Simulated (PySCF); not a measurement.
# Reading the logs of faulty runs: CH5NSi2

These are calculations, not measurements. They come from PySCF 2.14.0, an open-source quantum chemistry program, on an isolated molecule that a program drew, which may never have been made. The molecule is CH5NSi2 (charge 0, singlet), drawn as the SMILES string `C=[SiH][Si]N`.

Each row is a Hartree-Fock (HF) and frozen-core CCSD(T) single point in the cc-pV(D+d)Z basis, meant for a local HF minimum. Run 1 is clean. Each other run has one planted mistake out of seven kinds, and not every kind appears here: one electron removed, one electron added, multiplicity raised by two, geometry at a saddle point, minimal basis STO-3G, one bond length entered in bohr, all coordinates scaled. The reference is restricted for singlets and unrestricted otherwise, and also for a bond in bohr. Adding or removing an electron swaps singlet and doublet. Electrons count all cores. HOMO and LUMO are orbital energies over both spins, the gradient is its largest component, and the lowest frequency (negative if imaginary) is given only where the gradient is small. Bond lengths are over the 8 bonds as drawn. T1 is the CCSD diagnostic: over 0.02 (restricted) or 0.045 (unrestricted) a single reference is doubtful.

Geometry of the clean run:
```xyz
9
CH5NSi2, angstrom
C    -1.4121    2.0667    2.1087
Si   -0.2715    1.3200    1.0796
Si   -0.4589   -0.9746    0.3300
N    -2.1551   -1.0654    0.4188
H    -2.3059    1.5539    2.4507
H    -1.3031    3.0786    2.4864
H     0.9365    2.1009    0.7210
H    -2.7980   -0.3331    0.6560
H    -2.6335   -1.9237    0.2145
```

| run | electrons | basis functions | <S^2> | HOMO (eV) | LUMO (eV) | gradient (hartree/bohr) | lowest frequency (cm^-1) | mean bond (Å) | longest bond (Å) | T1 | HF (hartree) | CCSD(T) (hartree) | mistake |
|---|---|---|---|---|---|---|---|---|---|---|---|---|---|
| 1 | 46 | 99 | 0.000 | -8.18 | 0.94 | 2.4e-05 | 74 | 1.4363 | 2.421 | 0.0179 | -673.03737 | -673.59953 | no fault |
| 2 | 46 | 33 | 0.000 | -4.89 | 6.18 | 3.7e-02 | - | 1.4363 | 2.421 | 0.0213 | -665.14211 | -665.39885 | minimal basis STO-3G |
| 3 | 46 | 99 | 1.918 | -7.28 | 0.95 | 1.0e-02 | - | 1.6263 | 3.228 | 0.0432 | -672.89973 | -673.40907 | one bond length entered in bohr |
| 4 | 47 | 99 | 0.888 | -0.45 | 7.26 | 4.7e-02 | - | 1.4363 | 2.421 | 0.0292 | -673.02919 | -673.59330 | one electron added |
| 5 | 46 | 99 | 2.289 | -6.83 | 0.10 | 4.9e-02 | - | 1.4363 | 2.421 | 0.0451 | -672.98831 | -673.52124 | ? |
| 6 | 46 | 99 | 0.000 | -8.09 | 0.88 | 1.6e-02 | - | 1.4607 | 2.462 | 0.0185 | -673.03484 | -673.60103 | ? |

**Which mistake was planted in run 5, and what did it cost?**

Electrons, basis and geometry are unchanged, and <S^2> is 2.289, beside S(S+1) = 2.00 for a multiplicity of 3. So the mistake is: multiplicity raised by two. Subtracting run 1 and multiplying by 627.51 kcal/mol a hartree, the energy moved by 30.8 kcal/mol in HF and 49.1 kcal/mol in CCSD(T).

**Which mistake was planted in run 6, and what did it cost?**

The mean and the longest bond both change by the same factor, 1.017, and the gradient is no longer small. So the mistake is: all coordinates scaled. Subtracting run 1 and multiplying by 627.51 kcal/mol a hartree, the energy moved by 1.6 kcal/mol in HF and -0.9 kcal/mol in CCSD(T).

Cautions from the logs. Run 2: T1 is over the limit, so its CCSD(T) energy is less reliable; run 4: the added electron raises the CCSD(T) energy, so it isn't bound in this basis; run 5: T1 is over the limit, so its CCSD(T) energy is less reliable.
